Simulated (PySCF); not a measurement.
**From computed data to an observable: oscillator strength and radiative lifetime**

BHF₂, SMILES FBF.

Coordinates come from a B3LYP-D3(BJ)/def2-TZVP optimisation.

TDA-PBE0/def2-TZVPD (PySCF) puts the first singlet state with f over 0.02 at 8.64 eV (vertical), with the transition dipole (-0.525, 0.000, 0.000) in atomic units.

Question: Find the oscillator strength, the wavelength and the radiative lifetime that this transition would have in vacuum if emission retraced absorption.

Answer: 
|μ|² = 0.2756 au, so |μ| = 1.33 D. ΔE = 8.64/27.211 = 0.3175 hartree. f = (2/3) ΔE |μ|² = 0.058 (the program prints 0.058).
λ = 1239.84/8.64 = 143 nm; ν = 69686 cm⁻¹.
Einstein's coefficient A = 0.6670 ν² f s⁻¹ (ν in cm⁻¹) = 1.9e8 s⁻¹, so τ = 1/A = 5.3 ns. This state is S1. The figure is the radiative limit of this one transition; relaxation, internal conversion, crossing to triplets and a medium change what is measured.
